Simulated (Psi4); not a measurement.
A dimer, CHF3 ··· BF3 (SMILES FC(F)F and FB(F)F); the first 5 atoms form monomer A.

```
9

F      1.2432     0.1323    -0.4224
C      0.0016    -0.0082     0.0621
F     -0.7025     1.0888    -0.2487
F     -0.5707    -1.0632    -0.5339
H      0.0284    -0.1497     1.1428
F     -3.7022     0.3016     0.0204
B     -2.9876     0.8919     0.9541
F     -3.1579     2.1723     1.2023
F     -2.1048     0.2012     1.6427
```

Task: What interaction energy does Psi4 1.11 with SAPT0/jun-cc-pVDZ, frozen core give, and which attractive term is the largest?

Result: Total 0.41 kJ/mol: electrostatics -26.18, exchange 40.98, induction -5.08, dispersion -9.31. The most attractive term is electrostatics.
